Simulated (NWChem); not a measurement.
Molecule: NaOH; SMILES [OH][Na]

```xyz
3

Na    -0.0667    -0.9424     0.0000
O      0.1330     0.9559     0.0000
H      0.2311     1.9075     0.0000
```
Atoms are numbered in this order, from 1.

Computed with NWChem. Coordinates come from a PBE0/def2-SVP optimisation. Level: PBE0/Sadlej pVTZ; the question gives the wavelength of the field.

### Question
What does the run give for field 1065 nm? Quantities: isotropic polarisability (bohr³); anisotropy (bohr³).

### Answer
```json
{
  "isotropic polarisability (bohr³)": "22.5",
  "anisotropy (bohr³)": "2.8"
}
```
